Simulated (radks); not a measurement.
Task: Radial electron density D(r) = 4 pi r^2 rho(r) of an atom or ion with 52 electrons. All-electron calculation, Dirac Kohn-Sham, LDA (Slater exchange, Perdew-Wang correlation), spin-unpolarised, spherical densities, point nucleus. Program: a radial shooting solver on a logarithmic mesh with Libxc functionals.

r (bohr)  D(r) (e/bohr)
0.001932          5.998
0.002577          9.527
0.003437          14.79
0.004547          22.04
0.006065          31.93
0.008089          43.88
0.01079           56.29
0.01428           65.90
0.01904           69.85
0.02539           66.70
0.0336            61.39
0.04481           63.14
0.05977           76.36
0.07972           88.43
0.1055            82.07
0.1407            65.57
0.1876            66.72
0.2483            74.50
0.3311            54.90
0.4417            27.82
0.5891            26.13
0.7794            26.87
1.04              15.71
1.387             7.149
1.835             4.461
2.447             2.594
3.263            0.9141
4.353            0.1642
5.759           0.01385
7.681         0.0003801

What is the nuclear charge?

Result: Z = 53. The innermost maximum, from 1s, lies near gamma/Z bohr with gamma = sqrt(1 - (Z/c)^2) = 0.922, here 0.0174 bohr (found: 0.0192), and its height grows with Z. The density is that of the iodine ion I+ in [Kr] 4d10 5s2 5p4; the configuration itself is not fixed sharply by these data, and Z only to a few units. D(r) has 4 maxima, at r = 0.0192, 0.0843, 0.242, 0.697 bohr, and minima at 0.0373, 0.160, 0.510 bohr, inside which lie 2.02, 11.22, 28.98 electrons.
